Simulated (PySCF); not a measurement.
C₈H₆N₂.
SMILES with atom numbers: `[CH2:1]=[C:2]1[C:3]([C:4]#[N:5])=[C:6]1[C@@H:7]([CH3:8])[C:9]#[N:10]` (hydrogens: H11, H12 on C1; H13 on C7; H14, H15, H16 on C8)

Cartesian coordinates in Å at the GFN2-xTB level; atoms count from 1:
```xyz
16
C8H6N2 angstrom
C      2.474   -1.270    0.956
C      1.575   -0.483    0.422
C      1.211    0.652   -0.447
C      1.608    1.663   -1.285
N      1.950    2.510   -1.985
C      0.240   -0.017    0.191
C     -1.208   -0.149    0.431
C     -2.016    0.907   -0.332
C     -1.606   -1.486    0.027
N     -1.917   -2.531   -0.311
H      2.187   -2.073    1.614
H      3.523   -1.148    0.752
H     -1.394   -0.068    1.512
H     -1.849    0.812   -1.403
H     -1.707    1.903   -0.019
H     -3.079    0.788   -0.133
```

Computed at PBE0/pcSseg-1 (PySCF, non-relativistic), with Q(14N) = 0.02044 b: N5, 14N (I = 1): χzz = -4.766 MHz, η = 0.145; N10, 14N (I = 1): χzz = -4.773 MHz, η = 0.038.

Q: Find the zero-field quadrupole resonance frequencies of 14N at N5.

A: From ν± = (3/4)|χ|(1 ± η/3) and ν0 = |χ|η/2: ν+ 3.748 MHz, ν− 3.402 MHz, ν0 0.346 MHz (nitrile nitrogen).

Q: Where would the pure quadrupole (NQR) lines of 14N at N10 fall for the rigid, isolated species?

A: From ν± = (3/4)|χ|(1 ± η/3) and ν0 = |χ|η/2: ν+ 3.625 MHz, ν− 3.534 MHz, ν0 0.090 MHz (nitrile nitrogen).

In a crystal, neighbours and librations shift these lines. GFN2-xTB bond lengths can be off by several hundredths of an ångström, more for odd bonds, and the gradients follow them. With a basis this small, the couplings can be 20 % off.

The run behind these numbers computed NMR shieldings as well. Time: 29 s of wall time. Hardware: one thread of an Arm Neoverse V1 (shared host).

One conformer stands for the species.
